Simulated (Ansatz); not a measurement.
Stretching the Sn1–F2 bond in FHOSn (SMILES [OH][Sn][F]) (multiplicity 1 held, fragments rigid). Energies count from the point at 1.967 Å.
Geometry at that point (charge 0, multiplicity 1):
```xyz
4

Sn     0.1713     0.0328     0.3222
F     -0.2346     1.3104    -1.1166
O     -0.6740    -1.5149    -0.5778
H     -1.0605    -1.3171    -1.4404
```

R- and RO- levels are restricted; in cc, def2 and unpolarised 6-31G sets they are followed outwards from rest. Unrestricted levels (U-) break spin symmetry where that is lower. Left out are points that failed, MP2 points that dive below the minimum, coupled-cluster points behind a jump of the amplitudes or a sharp parting from full CI or MRCI, small-basis points behind a change of solution, and semi-empirical points at long bonds. Curves can end on different states.

Correlated levels freeze the cores. Filled d and f shells under p-block atoms count as core.

Codes used: Ansatz (Gaussian orbitals). Values without a source in brackets are computed. In def2 rows elements past Kr take small-core potentials, without spin–orbit coupling.

Energies in kcal/mol.

```csv
R (Å),R-PBE/def2-TZVPP,R-r2SCAN/def2-TZVPP,R-wB97X-V/def2-TZVPP,R-CCSD(T)/def2-TZVPP,U-CCSD(T)/def2-TZVPP
1.573,73.6,68.6,68.3,70.6,70.6
1.770,13.0,10.5,10.2,10.9,10.9
1.967,0.0,0.0,0.0,0.0,0.0
2.163,5.1,7.2,7.7,7.7,7.7
2.360,16.5,20.3,21.4,21.4,21.4
2.655,35.6,41.4,43.6,43.6,43.6
2.950,52.9,60.1,63.7,63.5,63.5
3.441,74.8,83.5,90.4,89.8,94.2
3.933,89.2,98.8,110.0,107.8,112.8
4.523,99.6,109.8,126.6,105.7,121.4
5.310,107.0,117.6,141.0,left out,122.8
6.293,111.6,122.3,151.8,left out,123.0
```

Doubts at one or more of the structures used: a restricted determinant that unrestricted orbitals would lower (R-PBE/def2-TZVPP, R-r2SCAN/def2-TZVPP, R-wB97X-V/def2-TZVPP, R-CCSD(T)/def2-TZVPP); T1 above 0.05 (R-CCSD(T)/def2-TZVPP, U-CCSD(T)/def2-TZVPP); a spin-contaminated determinant (U-CCSD(T)/def2-TZVPP).

Ansatz is an electronic-structure program.
